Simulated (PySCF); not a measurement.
# Gas-phase thermal properties of Li₂O

Method: PySCF energies (xtb for GFN2) plus ideal-gas RRHO corrections (1 bar). The comparison is the NASA 1993 polynomial table, which mixes measured and estimated data. 6-31G* has spherical d functions here. All species are closed-shell singlets. B3LYP is the form with VWN-RPA correlation. The harmonic model lacks anharmonicity and excited electronic states, which grow with temperature; levels with a mode under 35 cm⁻¹ are left out. The table's entry may be an old estimate for Li₂O (not checked at source).

```json
[
 {"level": "table", "point group": "-", "σ": "-", "ZPE (kJ/mol)": "-", "S°298 (J/mol/K)": "229.1", "Cp298 (J/mol/K)": "49.8", "S°1000 (J/mol/K)": "296.8", "H1000 − H298 (kJ/mol)": "40.0"},
 {"level": "B3LYP/6-31G*", "point group": "D∞h", "σ": "2", "ZPE (kJ/mol)": "12.9", "S°298 (J/mol/K)": "231.1", "Cp298 (J/mol/K)": "49.0", "S°1000 (J/mol/K)": "298.0", "H1000 − H298 (kJ/mol)": "39.5"},
 {"level": "GFN2-xTB", "point group": "D∞h", "σ": "2", "ZPE (kJ/mol)": "11.4", "S°298 (J/mol/K)": "228.4", "Cp298 (J/mol/K)": "50.6", "S°1000 (J/mol/K)": "296.9", "H1000 − H298 (kJ/mol)": "40.4"},
 {"level": "HF/6-31G*", "point group": "D∞h", "σ": "2", "ZPE (kJ/mol)": "13.6", "S°298 (J/mol/K)": "229.6", "Cp298 (J/mol/K)": "48.5", "S°1000 (J/mol/K)": "295.9", "H1000 − H298 (kJ/mol)": "39.2"},
 {"level": "PBE/def2-SVP", "point group": "D∞h", "σ": "2", "ZPE (kJ/mol)": "12.8", "S°298 (J/mol/K)": "230.1", "Cp298 (J/mol/K)": "49.1", "S°1000 (J/mol/K)": "297.0", "H1000 − H298 (kJ/mol)": "39.6"},
 {"level": "PBE0/def2-TZVP", "point group": "D∞h", "σ": "2", "ZPE (kJ/mol)": "12.9", "S°298 (J/mol/K)": "229.0", "Cp298 (J/mol/K)": "49.0", "S°1000 (J/mol/K)": "295.9", "H1000 − H298 (kJ/mol)": "39.6"}
]
```
σ: rotational symmetry number. Electronic degeneracy used: 1. Frequencies are unscaled.
